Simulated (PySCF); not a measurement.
## Working with the constants of GeTe⁺

ROHF-CCSD(T) constants of GeTe⁺, ²Π (doublet), unpaired electrons π ↑ (PySCF, scalar-relativistic core potentials, basis sets Ge def2-SVP, Te def2-SVP with ECP28; masses 73.9212 and 129.9062 u):

| Item | Value |
| --- | --- |
| ωe | 254.6 cm⁻¹ |
| ωexe | 0.667 cm⁻¹ |
| Be | 0.055899 cm⁻¹ |
| αe | 0.000177 cm⁻¹ |
| D (centrifugal) | 1.08e-08 cm⁻¹ |
| De to Ge⁺ + Te | 2.95 eV |

Give the vibrational terms G(v) and spacings up to v = 6.

G(v) = ωe(v+½) − ωexe(v+½)².

| v | G(v) (cm⁻¹) | G(v) − G(v−1) | Bv (cm⁻¹) |
| --- | --- | --- | --- |
| 0 | 127.1 |  | 0.05581 |
| 1 | 380.4 | 253.3 | 0.05563 |
| 2 | 632.3 | 251.9 | 0.05546 |
| 3 | 882.9 | 250.6 | 0.05528 |
| 4 | 1132.2 | 249.3 | 0.05510 |
| 5 | 1380.1 | 247.9 | 0.05493 |
| 6 | 1626.7 | 246.6 | 0.05475 |

How well does the Morse estimate ωe²/(4ωexe) reproduce De, and what is D0?

It gives 3.01 eV, 102 % of the computed De. D0 = De − G(0) = 2.95 − 0.02 = 2.93 eV.

Correlated steps freeze 13 core orbitals. Correlated levels converge slowly with the basis: in double zeta they bind strong bonds too weakly, by up to about 1 eV, and carry superposition errors of some tenths. Spin–orbit coupling is left out, which matters for elements this heavy, above all for dissociation energies. For an ion De counts to the pair picked by the measured ionisation energies or electron affinities, which need not be the lowest pair at this level. The state was picked by a PBE0 search and need not be the measured ground state.
